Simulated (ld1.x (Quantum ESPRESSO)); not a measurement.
carbon (C): one change to a TM potential, before and after

```
Element                 : C (Z = 6)
Generator               : ld1.x (Quantum ESPRESSO) 7.5
Type                    : norm-conserving Troullier–Martins (Kleinman–Bylander form)
Functional              : PBE
Relativity              : non-relativistic
Frozen core             : [He]
Valence charge          : 4
Reference configuration : 2s2 2p2
Partial waves           : 2s (bound): rc 0.90 bohr; 2p (bound): rc 2.45 bohr
Local potential         : the p channel
Core correction         : Bessel-smoothed model core inside 0.50 bohr
```

Change: wave 2s (bound): rc 0.90 bohr becomes 2s (bound): rc 1.26 bohr.

Cutoffs: the cutoffs (Ry, on a coarse ladder) from which the occupation-weighted sum of valence levels, in a spherical-Bessel basis at the reference potential, stays within 10 and 1 mRy of its value at 400 Ry; they do not see the model core or the augmentation charge, which bear on the density cutoff. Errors are all-electron minus pseudo energies relative to the spin-unpolarised reference configuration.

Question: Predict the effect on cutoff, ghosts and configuration errors.

Answer: The potential gets softer (40 Ry and 110 Ry → 30 Ry and 80 Ry); the errors of the 7 common tests hardly move; neither file shows a bound ghost. A larger radius leaves more room for a smooth pseudo-wave, so fewer plane waves are needed.

| quantity | base | changed |
| --- | --- | --- |
| cutoff, loose | 40 Ry | 30 Ry |
| cutoff, tight | 110 Ry | 80 Ry |
| bound ghosts | none | none |
| error for 2s2 2p1, meV [ΔE 10.87 eV] | +43 | +44 |
| error for 2s2 2p0, meV [ΔE 35.02 eV] | +552 | +561 |
| error for 2s1 2p0, meV [ΔE 83.20 eV] | +1133 | +1136 |
| error for 2s1 2p2, meV [ΔE 19.60 eV] | -106 | -108 |
| error for 2s2 2p2.3, meV [ΔE -1.16 eV] | -0.9 | -0.9 |
| error for 2s2 2p1.5, meV [ΔE 3.97 eV] | +3.2 | +3.4 |
| error for 2s1 2p3, meV [ΔE 8.46 eV] | -15 | -16 |
| s: phases at 2.66 bohr within 0.05 rad from the reference energy up to (Ry; the scan ends near 5) | 0.8 | 0.8 |
| p: phases at 2.66 bohr within 0.05 rad from the reference energy up to (Ry; the scan ends near 5) | 0.8 | 0.8 |
